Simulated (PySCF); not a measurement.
SMILES [CH3][Ge]([CH3])([O][SiH3])[O][SiH3], singlet (GFN2-xTB optimised geometry):

```
19

C     -1.798    -1.336    -1.431
Ge    -1.230    -0.087     0.000
C     -1.826     1.803     0.000
O     -1.736    -0.766     1.535
Si    -1.327    -1.682     2.804
O      0.522    -0.087     0.000
Si     1.889    -0.374     0.815
H     -1.372    -2.320    -1.251
H     -1.455    -0.978    -2.397
H     -2.880    -1.420    -1.446
H     -2.909     1.854     0.054
H     -1.407     2.320     0.859
H     -1.491     2.301    -0.905
H     -0.283    -1.014     3.586
H     -2.593    -1.776     3.529
H     -0.858    -2.998     2.355
H      1.977     0.515     1.977
H      2.909    -0.064    -0.187
H      1.939    -1.775     1.243
```

Level of theory: PySCF with CAM-B3LYP/def2-SVP.

Problem. What are the frontier orbital energies and the dipole moment?

Solution. HOMO-2 -9.82 eV, HOMO-1 -9.57 eV, HOMO -9.17 eV, LUMO 1.41 eV, LUMO+1 2.39 eV; dipole moment 1.26 D.

On the same geometry PBE/def2-SVP run with PySCF gives HOMO-2 -6.87 eV, HOMO-1 -6.66 eV, HOMO -6.45 eV, LUMO -0.49 eV, LUMO+1 0.33 eV; dipole moment 1.43 D.

Meta-Löwdin charges at CAM-B3LYP/def2-SVP: C1 -0.51, Ge2 1.16, C3 -0.51, O4 -0.80, Si5 0.78, O6 -0.80, Si7 0.78, H8 0.12, H9 0.12, H10 0.11, H11 0.12, H12 0.12, H13 0.11, H14 -0.14, H15 -0.12, H16 -0.14, H17 -0.14, H18 -0.12, H19 -0.14.
